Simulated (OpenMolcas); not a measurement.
**Re5+: moving or changing the point charges**

Re5+ among 6 point charges of -1.5 e arranged as an octahedron (Oh), 1.99 Å from the ion.

```json
{
 "Program": "OpenMolcas 26.06",
 "Method": "SS-CASPT2, IPEA 0.25 Eh, imaginary shift 0.1 Eh (closed shells correlated: 5s 5p)",
 "Basis": "ANO-RCC-VDZP [7s6p4d2f1g]",
 "Scalar Hamiltonian": "DKH2, point nucleus",
 "Active space": "2 electrons in 5 orbitals (5d)",
 "State averaging": "2S+1 = 3 even, 10 roots; 2S+1 = 1 even, 15 roots",
 "Spin-orbit coupling": "state interaction with AMFI integrals over the reference wave functions"
}
```

Runs around this geometry, states (labels of O, the rotations of Oh). Energies in cm-1 above the lowest state or level, χT in cm3 K/mol; under a threefold ground state the first gap can be a small split of the lowest multiplet, not the spin-orbit step; 10Dq and B are least-squares fits to the states below 45000 cm-1, weighted by degeneracy, with a free offset, and given where the rms deviation is under 5 % of |10Dq| (or 100 cm-1) and under 700 cm-1.

```json
{"R (Å)": "1.99", "q (e)": "-0.75", "Ground state": "3T1", "First state of that spin": "3T2 3510", "10Dq": "", "B (rms of fit)": "", "First gap with spin-orbit (degeneracies)": "880 (2, 3)", "χT at 300 K": "0.139", "First state of another spin": "1T2 10420"}
{"R (Å)": "1.99", "q (e)": "-1.5", "Ground state": "3T1", "First state of that spin": "3T2 7570", "10Dq": "9099", "B (rms of fit)": "772 (242)", "First gap with spin-orbit (degeneracies)": "1160 (2, 3)", "χT at 300 K": "0.072", "First state of another spin": "1T2 10930"}
{"R (Å)": "2.15", "q (e)": "-1.5", "Ground state": "3T1", "First state of that spin": "3T2 4990", "10Dq": "6398", "B (rms of fit)": "778 (287)", "First gap with spin-orbit (degeneracies)": "1040 (2, 3)", "χT at 300 K": "0.103", "First state of another spin": "1T2 10670"}
```

Taking |10Dq| as R^-n, n = -ln(6398 / 9099) / ln(2.15 / 1.99) = 4.6 between the shortest and longest distance. The point-charge formula for a cubic d site gives n = 5.

Scaling the charges by -0.75 / -1.5 = 0.50 scales the first state of the same spin by 3510 / 7570 = 0.46; with fixed orbitals a first-order splitting would follow the charge.

Roots that are degenerate in the reference are averaged as groups; the widest CASPT2 spread within a group is 240 cm-1 (the 3-fold group of multiplicity 1 near 21400 cm-1 above the lowest state of its run, R = 2.15, q = -1.5). Shifts and gaps below about the spread of the groups concerned are not significant. Free-ion shares, where given, are those of the reference states; single-state CASPT2 does not remix them. Spin-orbit coupling mixes the spin-free states strongly: the lowest level takes only 65 % from its leading state, 3T1 (figures for R = 1.99, q = -0.75; the like holds for R = 2.15, q = -1.5). This field is weak: 10Dq is about 4750 cm-1, while octahedral complexes of 5d ions of charge 3 and more, computed by the same method with explicit ligands, had a median near 35000 cm-1. Ground spin and moment need not be those of a real site (figures for R = 1.99, q = -0.75; the like holds for R = 1.99, q = -1.5, R = 2.15, q = -1.5). An orbital triplet at a regular site is open to Jahn-Teller coupling, which can distort the site and quench the lowest spin-orbit gaps and is left out (holds for R = 1.99, q = -1.5). Point charges carry no covalency, so the field is a model and not that of real ligands. No measured value stands beside these numbers.
